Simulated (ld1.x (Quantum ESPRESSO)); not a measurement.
## Pseudopotential generation for silver (Ag): ultrasoft, LDA (PZ), fully relativistic.

* Element: silver
* Generator: ld1.x (Quantum ESPRESSO) 7.5
* Type: ultrasoft
* Functional: LDA (PZ)
* Relativity: fully relativistic
* Frozen core: [Ar] 3d10
* Valence charge: 19
* Reference configuration: 4s2 4p6 4d9 5s0 5p0 (charge +2)
* Partial waves: 4s (bound): rcut 1.30, rcutus 1.50 bohr; 5s (bound, empty): rcut 1.30, rcutus 1.50 bohr; 4p (bound): rcut 1.30, rcutus 1.45 bohr; 5p (bound, empty): rcut 1.30, rcutus 1.45 bohr; 4d (bound): rcut 1.55, rcutus 2.05 bohr; 4d channel at -1.1 Ry: rcut 1.55, rcutus 2.05 bohr
* Local potential: all-electron potential smoothed inside 1.65 bohr (lloc = -1)
* Core correction: none
* Augmentation charge: PSQ, inside the norm-conserving radii

Open shells are filled in proportion to 2j + 1 (rel_dist='average').

All-electron outer shells of the reference configuration (LDA (PZ), scalar-relativistic, ld1.x):

| shell | level (eV) | outermost node (bohr) | outermost maximum (bohr) |
| --- | --- | --- | --- |
| 3d | -381.72 | – | 0.27 |
| 4s | -117.65 | 0.44 | 0.82 |
| 4p | -81.10 | 0.44 | 0.87 |
| 4d | -29.15 | 0.43 | 1.03 |
| 5s | -21.13 | 1.09 | 2.20 |
| 5p | -14.48 | 1.22 | 2.62 |

Results:

- Configuration tests: test run stopped at test 5 of 7 (negative rho)
- Lowest eigenvalue of the overlap operator: -0.00 (s channel); it is negative, so in a basis up to 400 Ry S is not positive definite and the file is unfit for use
- Density cutoff estimated by the generator: 479 Ry

The ghost test of this file was not conclusive. Its overlap operator is not positive definite in a basis up to 400 Ry (lowest eigenvalue s -0.0008), so the file is unfit for use: the generalised eigenproblem breaks down once the basis is large enough, and its test numbers describe a broken file.

Generation and tests took about 1.8 s on one core of a shared server CPU.
